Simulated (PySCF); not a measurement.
**Electron correlation in Pb (lead, neutral)**

Starting occupation: [Xe] 4f14 5d10 6s2 6p1 7s1, 6p3/2 with m_j = +3/2, 7s1/2 with m_j = +1/2. Calculation: PySCF 2.14, in x2c-SVPall-2c with one added diffuse shell each of s, p type (8s12p7d2f, 93 functions); X2C-1e with screened-nucleus spin-orbit coupling, Gaussian nucleus. Frozen: [Kr] 4d10 4f14; 22 electrons correlated; the 22 highest virtual spinors left out.

MP2 pair energies summed by pair of shells (mhartree):

```csv
pair,energy,share (%)
5d3/2-5d5/2,-86.12,24.8
5d5/2-5d5/2,-60.84,17.5
5d5/2-6s1/2,-43.65,12.6
5d3/2-6s1/2,-29.96,8.6
5d3/2-5d3/2,-27.46,7.9
6s1/2-6s1/2,-14.58,4.2
5d5/2-5p3/2,-10.60,3.1
6p3/2-6s1/2,-10.12,2.9
5p3/2-5p3/2,-7.16,2.1
5d5/2-6p3/2,-7.03,2.0
5p1/2-5p3/2,-6.74,1.9
5d3/2-5p3/2,-6.64,1.9
5d3/2-6p3/2,-4.59,1.3
5d5/2-5p1/2,-4.32,1.2
6s1/2-7s1/2,-4.12,1.2
5d5/2-5s1/2,-2.97,0.9
5d3/2-5p1/2,-2.84,0.8
5p3/2-6s1/2,-2.71,0.8
5d5/2-7s1/2,-2.38,0.7
6p3/2-7s1/2,-2.20,0.6
5d3/2-5s1/2,-1.86,0.5
5d3/2-7s1/2,-1.65,0.5
5p3/2-5s1/2,-1.51,0.4
5p1/2-5p1/2,-1.45,0.4
5p1/2-6s1/2,-0.87,0.2
5s1/2-5s1/2,-0.83,0.2
5p3/2-6p3/2,-0.68,0.2
5p1/2-5s1/2,-0.67,0.2
5s1/2-6s1/2,-0.46,0.1
5p1/2-6p3/2,-0.29,0.1
```

Total MP2 correlation energy: -347.46 mhartree.

This basis was not built for core-valence correlation, so the inner-shell part is incomplete.
